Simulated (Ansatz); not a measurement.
A search over several starts for the lowest SCF solution of K6⁻ at the given spin, in a small basis.

```yaml
crystal:
  periodic: [false, false, false]
  atoms:
    - {symbol: K, position_ang: [-0.652746, 0.210880, 2.364359]}
    - {symbol: K, position_ang: [-0.363817, 3.984211, 0.059009]}
    - {symbol: K, position_ang: [-3.089312, 0.342102, -1.454057]}
    - {symbol: K, position_ang: [-0.657298, -3.382618, -0.510330]}
    - {symbol: K, position_ang: [1.410725, 0.461426, -1.966504]}
    - {symbol: K, position_ang: [3.352448, -1.616001, 1.507523]}
basis:
  gaussian: {orbitals: def2-SVP, initial_orbitals: start.molden}
total_charge: -1
magnetization: {spin_polarized: true, initial_magnetization: 1}
hamiltonian: {xc: pbe}
output: {orbitals: {seedname: orbitals}}
```

The file start.molden holds the orbitals of an earlier run on this structure, at another level or in another basis.

```sh
$ ansatz run in.yaml --threads 4 --pin off --events-out ev --progress --plain --max-ram 4787MiB
```

Shortened log:

```
Functional definition: PBE
1656 factors; their error is unknown
mean field evaluation 1: about -97901.5518 eV, gradient 2.4e0 eV
mean field evaluation 2: about -97901.6569 eV, gradient 3.5e-1 eV
mean field evaluation 4: about -97901.5695 eV, gradient 1.2e-1 eV
mean field evaluation 8: about -97901.5751 eV, gradient 8.9e-3 eV
mean field evaluation 16: about -97901.5751 eV, gradient 1.6e-5 eV
mean field evaluation 32: about -97901.5751 eV, gradient 6.8e-3 eV
mean field evaluation 64: about -97900.2632 eV, gradient 3.6e0 eV
mean field evaluation 96: about -97901.0299 eV, gradient 3.4e-1 eV
mean field evaluation 128: about -97901.1398 eV, gradient 6.5e-1 eV
mean field -97901.57507935 eV, -3597.8165240950 hartree, gradient 8.9e-6 eV, S^2 0.764621; 11 other end points of the search recorded, 0 dependent functions left out
reference -97901.57513102 eV, -3597.8165259938 hartree; 58, 57 occupied and 86, 87 virtual orbitals, 1656 factors
Total energy: -97901.57513102 eV, -3597.8165259938 hartree
```

Run time 33 s (4 threads of AMD EPYC 7B13 on a shared host), peak host memory 0.57 GiB.

The geometry of the doublet was relaxed on an unsound state (⟨S²⟩ 1.37, where a pure state has 0.75). Another isomer (doublet) lies 0.03 eV lower at PBE0/def2-TZVPD; other spin states weren't run for this one.
